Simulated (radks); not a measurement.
Radial electron density D(r) = 4 pi r^2 rho(r) of an atom or ion with 7 electrons. Method: non-relativistic Kohn-Sham, PBE, spin-polarised, spherical densities, point nucleus; computed with a radial shooting solver on a logarithmic mesh with Libxc functionals.

```
   r/bohr * D(r) (the largest magnitude, 10.8, reaches the edge; | marks zero)
  0.02002 |          *
  0.02565 |               *
  0.03314 |                      *
  0.04246 |                              *
  0.05485 |                                        *
  0.07029 |                                                *
   0.0908 |                                                      *
   0.1164 |                                                      *
   0.1503 |                                               *
   0.1926 |                                   *
   0.2488 |                        *
   0.3188 |                   *
   0.4118 |                      *
   0.5278 |                          *
   0.6763 |                          *
   0.8736 |                  *
    1.119 |        *
    1.446 |  *
    1.853 |*
    2.394 |*
    3.068 |*
    3.963 |*
    5.078 |*
    6.559 *
    8.405 *
    10.86 *
```

What is the nuclear charge?

Answer. Z = 10. The innermost maximum, from 1s, lies near 1/Z = 0.1 bohr (found: 0.102), and its height grows with Z. The density is that of the neon ion Ne3+ in [He] 2s2 2p2 4f1; the configuration itself is not fixed sharply by these data. D(r) has 3 maxima, at r = 0.102, 0.586, 3.96 bohr, and minima at 0.327, 2.14 bohr, inside which lie 2.19, 6.03 electrons.
